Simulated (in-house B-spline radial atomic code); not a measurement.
Whole-atom quantities along the 7-electron series, configuration 1s2 2s2 2p1/2(2) 2p3/2(1). Breit and QED terms are first order and not part of the total energy; the density at the nucleus is averaged over the nuclear charge. Computed with an all-electron radial atomic-structure program (B-spline basis): Dirac-Hartree-Fock, jj configuration that fills j = l - 1/2 first, finite nuclei.

| ion | Z | E/Z² (Eh) | Σ<r²> (bohr²) | n(0)/Z³ (bohr⁻³) | Lamb diamagnetic shielding (ppm) | repulsion over attraction | Breit energy (eV) | self-energy (eV) | vacuum polarisation (eV) |
| --- | --- | --- | --- | --- | --- | --- | --- | --- | --- |
| N | 7 | -1.1085 | 12.568 | 0.61291 | 325.12 | 0.15222 | 0.13056 | 0.083402 | -0.0038654 |
| O+ | 8 | -1.1606 | 7.5026 | 0.62757 | 383.4 | 0.13963 | 0.20734 | 0.1368 | -0.0066756 |
| F2+ | 9 | -1.2039 | 5.0597 | 0.64089 | 441.56 | 0.12804 | 0.31056 | 0.21108 | -0.010795 |
| Ne3+ | 10 | ? | ? | ? | ? | ? | ? | ? | ? |
| Mg5+ | 12 | -1.2979 | 2.1861 | 0.67682 | 616.21 | 0.10112 | 0.81905 | 0.60134 | -0.034717 |
| Al6+ | 13 | -1.321 | 1.765 | 0.68816 | 674.57 | 0.094311 | 1.0682 | 0.80215 | -0.047983 |
| Si7+ | 14 | -1.3413 | 1.4555 | 0.69925 | 733.04 | 0.088313 | 1.364 | 1.0461 | -0.064715 |
| P8+ | 15 | ? | ? | ? | ? | ? | ? | ? | ? |
| S9+ | 16 | -1.3754 | 1.0392 | 0.72139 | 850.33 | 0.078271 | 2.1118 | 1.6831 | -0.11083 |
| Cl10+ | 17 | ? | ? | ? | ? | ? | ? | ? | ? |
| Ar11+ | 18 | -1.4029 | 0.779 | 0.74392 | 968.19 | 0.070221 | 3.0951 | 2.5524 | -0.178 |
| K12+ | 19 | -1.4148 | 0.68406 | 0.75588 | 1027.36 | 0.066772 | 3.6855 | 3.0873 | -0.22121 |

Problem. Fill in the row of Ne3+.

Solution. E/Z² (Eh): -1.2403; Σ<r²> (bohr²): 3.6624; n(0)/Z³ (bohr⁻³): 0.65336; Lamb diamagnetic shielding (ppm): 499.73; repulsion over attraction: 0.11782; Breit energy (eV): 0.44424; self-energy (eV): 0.31035; vacuum polarisation (eV): -0.016574.

Problem. Fill in the row of P8+.

Solution. E/Z² (Eh): -1.3593; Σ<r²> (bohr²): 1.2211; n(0)/Z³ (bohr⁻³): 0.7103; Lamb diamagnetic shielding (ppm): 791.62; repulsion over attraction: 0.083001; Breit energy (eV): 1.7105; self-energy (eV): 1.3381; vacuum polarisation (eV): -0.085467.

Problem. Fill in the row of Cl10+.

Solution. E/Z² (Eh): -1.3898; Σ<r²> (bohr²): 0.89509; n(0)/Z³ (bohr⁻³): 0.73247; Lamb diamagnetic shielding (ppm): 909.18; repulsion over attraction: 0.074035; Breit energy (eV): 2.5719; self-energy (eV): 2.0861; vacuum polarisation (eV): -0.14145.

Problem. With what power of Z does the column «vacuum polarisation (eV)» change over this range?

Solution. A fit of the logarithm of its size against log Z from Z = 7 to 19 has slope 4.05.
